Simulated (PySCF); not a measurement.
Molecule: `C[Si](Cl)(Cl)[Si](C)(Cl)Cl`, C$_{2}$H$_{6}$Cl$_{4}$Si$_{2}$.

Geometry:
```json
{"atom": "C1", "x (Å)": "0.724", "y (Å)": "2.031", "z (Å)": "0.946"}
{"atom": "Si2", "x (Å)": "-0.131", "y (Å)": "1.161", "z (Å)": "-0.455"}
{"atom": "Cl3", "x (Å)": "0.167", "y (Å)": "2.220", "z (Å)": "-2.201"}
{"atom": "Cl4", "x (Å)": "-2.169", "y (Å)": "1.059", "z (Å)": "-0.069"}
{"atom": "Si5", "x (Å)": "0.583", "y (Å)": "-1.036", "z (Å)": "-0.785"}
{"atom": "C6", "x (Å)": "-0.072", "y (Å)": "-2.244", "z (Å)": "0.466"}
{"atom": "Cl7", "x (Å)": "2.657", "y (Å)": "-0.995", "z (Å)": "-0.683"}
{"atom": "Cl8", "x (Å)": "0.017", "y (Å)": "-1.633", "z (Å)": "-2.678"}
{"atom": "H9", "x (Å)": "0.528", "y (Å)": "1.510", "z (Å)": "1.895"}
{"atom": "H10", "x (Å)": "1.809", "y (Å)": "2.041", "z (Å)": "0.764"}
{"atom": "H11", "x (Å)": "0.365", "y (Å)": "3.068", "z (Å)": "1.031"}
{"atom": "H12", "x (Å)": "0.306", "y (Å)": "-1.996", "z (Å)": "1.470"}
{"atom": "H13", "x (Å)": "-1.172", "y (Å)": "-2.200", "z (Å)": "0.479"}
{"atom": "H14", "x (Å)": "0.242", "y (Å)": "-3.267", "z (Å)": "0.212"}
```

Geometry PBE0-D3(BJ)/def2-SVP throughout; GIAO in PySCF 2.14, gas phase, one conformer, non-relativistic; equivalent atoms averaged; functional PBE0.

**Question.** How do the absolute shieldings σ depend on the basis set? (ppm; last column core-seconds on shared hosts with different chips, so compare them loosely)

**Answer.** 
```
    basis set  functions  C1/C6  Si2/Si5  Cl3/Cl4/Cl7/Cl8  H9/H10/H11/H12/H13/H14  core-s
       STO-3G         70  231.2    482.9           1136.9                   31.58     8.1
     pcSseg-0        108  184.8    271.6            922.1                   31.81      15
        6-31G        108  193.0    352.4            920.7                   31.94      17
       6-31G*        148  187.8    355.1            901.9                   31.44      25
      cc-pVDZ        166  189.3    372.5            907.5                   30.52      32
     def2-SVP        166  186.8    359.0            911.8                   30.58      28
     pcSseg-1        208  177.1    311.3            877.3                   30.48      34
  aug-cc-pVDZ        262  188.4    383.1            897.7                   30.49      67
6-311+G(2d,p)        300  178.8    311.5            863.9                   30.68      72
    def2-TZVP        320  179.4    302.4            864.1                   30.66      88
```

**Question.** Which nucleus moves most, in ppm?

**Answer.** Cl3/Cl4/Cl7/Cl8 (chlorine bonded to Si): from 863.9 ppm with 6-311+G(2d,p) to 1136.9 ppm with STO-3G. The smallest spread is 1.45 ppm, at H9/H10/H11/H12/H13/H14. Proton shifts span only some 12 ppm, so a few tenths of a ppm matter as much there as several ppm in carbon.

**Question.** Taking the largest basis, def2-TZVP (320 functions), as the yardstick, rank the others by their worst heavy-atom deviation.

**Answer.** 6-311+G(2d,p) 9.1 ppm (300 functions), pcSseg-1 13.2 ppm (208 functions), 6-31G* 52.7 ppm (148 functions), 6-31G 56.6 ppm (108 functions), def2-SVP 56.6 ppm (166 functions), pcSseg-0 57.9 ppm (108 functions), cc-pVDZ 70.1 ppm (166 functions), aug-cc-pVDZ 80.7 ppm (262 functions), STO-3G 272.8 ppm (70 functions).

A small basis that lands close on one nucleus may do so by chance; judge by the trend and by all nuclei.
